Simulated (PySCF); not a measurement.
C₄H₁₄Si₂, SMILES C[SiH2][Si](C)(C)C, singlet at its GFN2-xTB optimised geometry (Å):

```
20

C     -0.9099    -2.4997    -1.6625
Si    -1.1997    -0.6272    -1.8373
Si    -0.3330     0.5183     0.0000
C      1.5815     0.5183     0.0000
C     -0.8972    -0.2596     1.6563
C     -0.9021     2.3432     0.0000
H     -1.3983    -2.8914    -0.7750
H      0.1490    -2.7281    -1.5808
H     -1.2972    -3.0466    -2.5173
H     -0.5950    -0.2176    -3.1165
H     -2.6493    -0.4340    -2.0162
H      1.9736     0.9829    -0.9001
H      1.9772    -0.4924     0.0435
H      1.9847     1.0623     0.8501
H     -0.4990     0.2802     2.5116
H     -0.5666    -1.2911     1.7406
H     -1.9801    -0.2562     1.7443
H     -1.9847     2.4178     0.0411
H     -0.5752     2.8545    -0.9003
H     -0.5045     2.8914     0.8494
```

Level of theory: CAM-B3LYP/def2-SVP (PySCF 2.14.0). Cells within 0.4 Å of a nucleus heavier than hydrogen are left out (blank, or x).

Map of the electrostatic potential (hartree/e), clipped to [-0.08, 0.12] on the plane z = 0.0 Å:

```
|0000000000000000000000000|
|0000000000000000000000000|
|0000000000000000000000000|
|0000000000100000000000000|
|0000011237962000000000000|
|0000128999997100000000000|
|000014999xx99200000000000|
|0000139999x99311100000000|
|0000113699999944531000000|
|0000011369999999994000000|
|00000114999x9999x99100000|
|00000124999xx99xx99100000|
|0000012499999999999100000|
|0000011369999989999200000|
|0000011246999735999200000|
|0000011233444322574100000|
|0000011122222211221100000|
|0000001122111111111100000|
|0000001244211111111000000|
|0000011366310011110000000|
|0000001244210000000000000|
|0000001121100000000000000|
|0000000110000000000000000|
|0000000000000000000000000|
|0000000000000000000000000|
```
Scale: ten equal steps from -0.007 (start of '0') to 0.120 (end of '9'), in the order '0123456789'; x runs from -5.00 to 5.00, y from -5.00 (bottom) to 5.00 (top).
